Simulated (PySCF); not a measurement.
2,5-dimethylthiophenol, C8H10S.
SMILES with atom numbers: `[CH3:1][c:2]1[cH:3][cH:4][c:5]([CH3:6])[c:7]([SH:8])[cH:9]1` (hydrogens: H10, H11, H12 on C1; H13 on C3; H14 on C4; H15, H16, H17 on C6; H18 on S8; H19 on C9)

Cartesian coordinates in Å at the PBE0-D3(BJ)/def2-SVP level; atoms count from 1:
```xyz
19
C8H10S angstrom
C      3.0593    1.1871    0.4483
C      1.6350    0.7531    0.2579
C      1.3196   -0.5369   -0.1775
C     -0.0061   -0.9357   -0.3193
C     -1.0725   -0.0797   -0.0286
C     -2.4903   -0.5430   -0.1618
C     -0.7548    1.2263    0.3922
S     -1.9967    2.4060    0.8608
C      0.5778    1.6262    0.5260
H      3.4045    0.9660    1.4722
H      3.1764    2.2690    0.2905
H      3.7352    0.6645   -0.2438
H      2.1226   -1.2413   -0.4104
H     -0.2267   -1.9520   -0.6579
H     -3.0107   -0.0368   -0.9936
H     -3.0638   -0.3239    0.7533
H     -2.5363   -1.6232   -0.3560
H     -2.8869    2.1254   -0.1147
H      0.7896    2.6521    0.8387
```

Method used: TDDFT B3LYP/def2-SVPD, vertical, gas phase, core orbitals frozen in the response in PySCF 2.14.0, density-fitted response routines.

Transition dipole moments from the ground state, in atomic units and in the frame of the coordinates above (overall signs are arbitrary), for the states with f of 0.002 or more among the lowest 6:

| state | E (eV) | μx | μy | μz |
| --- | --- | --- | --- | --- |
| S1 | 4.807 | 0.265 | -0.004 | 0.006 |
| S2 | 5.030 | -0.584 | 0.739 | 0.152 |
| S3 | 5.365 | 0.325 | -0.090 | -0.280 |
| S4 | 5.652 | 0.145 | 0.056 | 0.302 |
| S5 | 5.763 | 0.662 | 0.596 | 0.209 |
| S6 | 5.938 | -0.733 | 0.404 | 0.131 |

Q: What oscillator strength does each state have?

A: f = (2/3) ΔE |μ|² with ΔE in hartree (27.2114 eV).

```tsv
state	|μ|² (au)	|μ| (D)	f
S1	0.070	0.67	0.008
S2	0.910	2.42	0.112
S3	0.192	1.11	0.025
S4	0.115	0.86	0.016
S5	0.836	2.32	0.118
S6	0.718	2.15	0.104
```

Q: What angle do the transition dipoles of S4 and S6 make?

A: |cos θ| = |μa·μb| / (|μa| |μb|) = 0.15, so θ ≈ 81° (taken between 0 and 90°, since the signs are arbitrary).

Q: How is the summed strength of these states shared among x, y and z?

A: (2/3) Σ ΔE μα² gives 0.207 for x, 0.143 for y and 0.034 for z, 0.384 in all.

Q: What peak molar absorption coefficient would the strongest computed level give as a lone Gaussian band 0.3 eV wide at half height?

A: ε(max) = 2.175×10⁸ f / FWHM, with the width in cm⁻¹. S5: 2.175×10⁸ × 0.1181 / 2420 ≈ 11000 L mol⁻¹ cm⁻¹.

The run took 77 s wall (grids of density and orbitals included) on Arm Neoverse V1, one thread, no GPU, on a shared host, and the process peaked at 1.1 GiB of memory.

One conformer stands for the species.
